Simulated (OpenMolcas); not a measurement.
# P2+: from RASSCF to RASPT2

```
Program             : OpenMolcas
Basis               : ANO-RCC-VQZP [6s5p3d2f1g]
Scalar Hamiltonian  : DKH2, point nucleus
Active space        : 1 electron in 9 orbitals (RAS2 3p; RAS3 3d 4s, at most 1 electron)
State averaging     : 2S+1 = 2 odd, 3 roots; 2S+1 = 2 even, 6 roots
Spin-orbit coupling : state interaction with AMFI integrals over the reference wave functions, term energies averaged over their components
```

Methods on the same reference wave functions:
A. RASSCF
B. SS-RASPT2, IPEA 0.25 Eh, imaginary shift 0.1 Eh (closed shells correlated: 2s 2p 3s)

Energies in cm⁻¹ above 3s² 3p ²P°_1/2, the measured ground level; measured values from Martin, Zalubas and Musgrove, J. Phys. Chem. Ref. Data 14, 751 (1985).

```tsv
Level	A	B	Measured
3s² 3p ²P°_1/2	0.0	0.0	0.0
3s² 3p ²P°_3/2	494	494	559
3s² 3d ²D_3/2	109327	104787	
3s² 3d ²D_5/2	109334	104793	
3s² 4s ²S_1/2	116581	117560	117836
```

Deviations, from unrounded energies. A percentage is the sum of absolute deviations over the sum of measured energies, with the sign that they share, or ± where signs differ.

```
                  Against measurement  Levels      A      B
       mean absolute deviation (cm-1)       2    660    170
fine structure of the ground term (%)       1  -11.7  -11.7
             other configurations (%)       1   -1.1   -0.2
```

B lies closest to measurement on these levels. The largest miss of B in the table is 3s² 4s ²S_1/2, by -280 cm-1. The ranking rests on the paired levels alone, and a cruder setting can come out closer through cancelling errors.

The lowest spin-free term lies below A's lowest term by 0.096 hartree in B.

ANO sets are built for valence states and can reach diffuse excited orbitals poorly, and with the s shell closed the s pⁿ⁺¹ terms that mix with these levels are absent. With one active electron the reference holds no correlation, so core polarisation is missing (holds for A). With one active electron, CASPT2 adds the correlation within the correlated inactive shells and between them and that electron, and leaves the splitting within a term as the reference gives it (holds for B). Measured partners are found by configuration, term and J. A level has none where our copy of the source lacks it or the pairing is in doubt (some pairs that miss far off the trend of their configuration count as doubtful), and it then counts in no deviation. Only configurations of the active space appear.

° marks odd parity.
